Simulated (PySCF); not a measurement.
Work out the structure from these simulated measurements.

Formula: CH8OSi2.

* Dipole: 1.65 D [wB97X-D/def2-SVPD]
* Valence photoelectron: vertical ionisation energy: 9.70 eV [ΔSCF wB97X-D/def2-SVPD]
* Rotational structure: rotational constants A, B, C: 10.623, 1.924, 1.718 GHz [PBE0-D3(BJ)/def2-SVP]
* Triplet: lowest triplet excitation (Tamm–Dancoff): 5.46 eV [TDA wB97X-D/def2-SVPD]
* XPS: Si2p3/2 106.3, Si2p3/2 107.0, C1s 290.4, O1s 538.4, Si1s 1846.0, Si1s 1846.9 eV [ΔSCF SCAN, pcX-2 on the ionised atom, pcseg-1 elsewhere, spin-free X2C, 2p3/2 from a spin–orbit splitting computed afterwards within the 2p shell]
* NMR, other nuclei: isotropic shieldings of nuclei other than C and H, by class: 323 (1 O), 350 (1 Si), 405 (1 Si) ppm [GIAO CAM-B3LYP/pcSseg-2]
* 13C NMR: chemical shifts (computed TMS as zero) by class: -12.7 (1 C) ppm [GIAO CAM-B3LYP/pcSseg-2]
* Polarisability: 74.8 au [wB97X-D/def2-SVPD]

Gas-phase values; electronic properties from PySCF, density fitting. Levels stand in brackets. One conformer (not necessarily the lowest) at the PBE0-D3(BJ)/def2-SVP geometry, without solvent, vibrations or thermal averaging. NMR values are class means; diastereotopic atoms form classes of their own.

Task: Give a SMILES that accounts for the data.

Result: Numbering: `[CH3:1][SiH2:2][SiH2:3][OH:4]`. Its formula, CH8OSi2, gives 0 degrees of unsaturation, so no ring and no π bond. The one carbon: Si-methyl carbon [C1] (-12.7 ppm). The other shieldings belong to: 323 ppm, silanol oxygen [O4]; 350 ppm, oxygen-bound silicon [Si3]; 405 ppm, SiH2 silicon [Si2]. The core levels belong to: Si2p3/2 106.3 eV, SiH2 silicon [Si2]; Si2p3/2 107.0 eV, oxygen-bound silicon [Si3]; C1s 290.4 eV, Si-methyl carbon [C1]; O1s 538.4 eV, silanol oxygen [O4]; Si1s 1846.0 eV, SiH2 silicon [Si2]; Si1s 1846.9 eV, oxygen-bound silicon [Si3]. The first electron is taken from the HOMO, whose largest Löwdin shares are 0.27 on the SiH2 silicon, 0.27 on the oxygen-bound silicon, 0.18 on the silanol oxygen and 0.07 on an Si–H hydrogen. By its constants the optimised geometry is an asymmetric top. Structure: `C[SiH2][SiH2]O`. Computed isomers that give other values at the same levels: `CO[SiH2][SiH3]` (core binding energies: Si2p3/2 106.5, Si2p3/2 107.0, C1s 292.4, O1s 538.0, Si1s 1846.2, Si1s 1846.8 eV). The assignments are read from this structure; whether some other isomer fits the data as well wasn't checked.

The values belong to the conformer `[CH3:1][SiH2:2][SiH2:3][OH:4]`: C1–Si2–Si3–O4 -177°, H–O4–Si3–Si2 56°.
